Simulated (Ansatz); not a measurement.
C2H8BGa, SMILES `B[CH2][GaH][CH3]` at its PBE0-D4/def2-TZVP geometry, where that method's forces vanish. The species carries charge 0 and has multiplicity 1.

```xyz
12

B    -0.6342   -1.6149    0.6836
C    -0.0301   -1.3956   -0.6798
Ga    0.9167    0.3643   -0.3541
C    -0.1088    1.9603    0.1435
H    -1.6672   -1.0843    0.9891
H    -0.0466   -2.2395    1.5253
H     0.7489   -2.0704   -1.0324
H    -0.7143   -1.0872   -1.4788
H     2.4707    0.3675   -0.5934
H    -0.1545    2.0184    1.2362
H    -1.1359    1.9029   -0.2206
H     0.3555    2.8786   -0.2188
```

(1) What forces (eV/Å) does PBE-D4/def2-TZVPP give on these atoms in the Gaussian-basis code of Ansatz? (Best estimate.)

Answers

(1) Computed: 
```
B1  -0.015  0.010  0.054
C2  -0.042 -0.110  0.044
Ga3  0.073  0.047  0.008
C4   0.014 -0.027 -0.037
H5  -0.104  0.052  0.028
H6   0.056 -0.065  0.078
H7   0.161 -0.123 -0.078
H8  -0.125  0.078 -0.159
H9   0.087 -0.018 -0.015
H10 -0.007  0.004  0.207
H11 -0.194 -0.018 -0.063
H12  0.095  0.170 -0.068
```
